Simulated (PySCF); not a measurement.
Ge(F)(Br)2(Et), SMILES [Br][Ge]([CH2]C)([Br])[F] (PBE0/def2-SVP optimised geometry):

```
11

C     -2.099    -1.429    -1.387
C     -0.578    -1.386    -1.424
Ge     0.180    -0.312     0.000
F     -0.304    -0.984     1.526
Br     2.469    -0.312     0.000
Br    -0.595     1.845     0.000
H     -2.535    -0.426    -1.506
H     -2.469    -1.845    -0.438
H     -2.486    -2.060    -2.202
H     -0.194    -0.969    -2.368
H     -0.129    -2.386    -1.305
```

Level of theory: PBE0/def2-TZVP (PySCF).

**Question.** What are the frontier orbital energies and the dipole moment?

**Answer.** HOMO-2 -8.80 eV, HOMO-1 -8.69 eV, HOMO -8.59 eV, LUMO -1.32 eV, LUMO+1 0.33 eV; dipole moment 3.03 D.

On the same geometry PBE/def2-TZVP run with PySCF gives HOMO-2 -7.46 eV, HOMO-1 -7.42 eV, HOMO -7.28 eV, LUMO -2.24 eV, LUMO+1 -0.54 eV; dipole moment 2.95 D.

Meta-Löwdin charges at PBE0/def2-TZVP: C1 -0.34, C2 -0.40, Ge3 1.06, F4 -0.50, Br5 -0.24, Br6 -0.24, H7 0.12, H8 0.13, H9 0.13, H10 0.14, H11 0.14.
